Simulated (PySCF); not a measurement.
SMILES C[SiH2]CCB(O)O (GFN2-xTB optimised geometry):

```
18

Si    -0.728     2.186    -0.388
C     -1.287     2.557     1.390
C      0.216     0.536    -0.453
C     -0.619    -0.668     0.000
B      0.181    -2.056     0.000
O      1.528    -2.056     0.000
O     -0.447    -3.269     0.022
H      0.143     3.269    -0.864
H     -1.916     2.116    -1.255
H     -1.998     1.818     1.749
H     -1.769     3.528     1.453
H     -0.445     2.563     2.076
H      0.567     0.352    -1.469
H      1.111     0.585     0.168
H     -0.984    -0.483     1.015
H     -1.510    -0.744    -0.630
H      1.916    -2.932     0.012
H     -1.402    -3.254     0.021
```

Computed with CAM-B3LYP/def2-SVP run with PySCF.

Problem. What are the frontier orbital energies and the dipole moment?

Solution. HOMO-2 -10.32 eV, HOMO-1 -10.06 eV, HOMO -9.04 eV, LUMO 2.25 eV, LUMO+1 2.65 eV; dipole moment 1.78 D.

On the same geometry PBE/def2-SVP run with PySCF gives HOMO-2 -7.34 eV, HOMO-1 -7.25 eV, HOMO -6.32 eV, LUMO 0.48 eV, LUMO+1 0.65 eV; dipole moment 1.86 D.

Meta-Löwdin charges at CAM-B3LYP/def2-SVP: Si1 0.65, C2 -0.54, C3 -0.39, C4 -0.30, B5 0.43, O6 -0.48, O7 -0.50, H8 -0.12, H9 -0.13, H10 0.11, H11 0.11, H12 0.11, H13 0.10, H14 0.10, H15 0.10, H16 0.09, H17 0.33, H18 0.33.
